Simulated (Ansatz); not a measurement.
Stepwise reaction of `[SH][GeH2][Cl]` with hydrogen chloride, as a gas-phase model of exchange steps in deposition or etching. ΔE in kJ/mol; ΔG adds harmonic PBE0-D4 terms to CCSD(T)/CBS, at 1 bar.

Program: Ansatz. Geometries: PBE0-D4/def2-TZVP. ΔE: electronic, gas phase. CBS: MP2 limit from def2 TZ/QZ plus the TZ coupled-cluster correction, frozen cores. This one scheme is used for every species. DFT in def2-TZVPP. B3LYP here is the variant with VWN-RPA as its local correlation; programs differ in this. For Ge outer-core shells are correlated without core-valence functions, which leaves a few kJ/mol of doubt a bond. Scalar relativity is left out up to krypton. Each species was taken in one conformer, which may not be the lowest.

```json
{"step": "2", "reaction": "`[SH][GeH]([Cl])[Cl]` + HCl → `[SH][Ge]([Cl])([Cl])[Cl]` + H₂", "PBE-D4": "-52.4", "B3LYP-D4": "-52.0", "ωB97M-V": "-49.8", "CCSD(T)/CBS": "-47.6", "ΔG(600 K)": "-38.8"}
```

Task: Give the row of step 1, `[SH][GeH2][Cl]` + HCl → `[SH][GeH]([Cl])[Cl]` + H₂. (An estimate is asked.)

Result: Computed: 
| step | reaction | PBE-D4 | B3LYP-D4 | ωB97M-V | CCSD(T)/CBS | ΔG(600 K) |
| --- | --- | --- | --- | --- | --- | --- |
| 1 | `[SH][GeH2][Cl]` + HCl → `[SH][GeH]([Cl])[Cl]` + H₂ | -54.0 | -53.9 | -52.1 | -50.8 | -44.6 |

Task: By hand: ΔE of the 2 steps together at CCSD(T)/CBS.

Result: (-50.8) + (-47.6) = -98.4 kJ/mol, or -49.2 kJ/mol a step.

In ΔE the steps differ by no more than 3.2 kJ/mol. All are downhill at CCSD(T)/CBS. ΔG lies between -44.6 and -38.8 kJ/mol a step. PBE-D4 differs from CCSD(T)/CBS by -4.8 to -3.2 kJ/mol a step. Isolated molecules leave out the surface, adducts and barriers. Largest T1 diagnostic: 0.010.
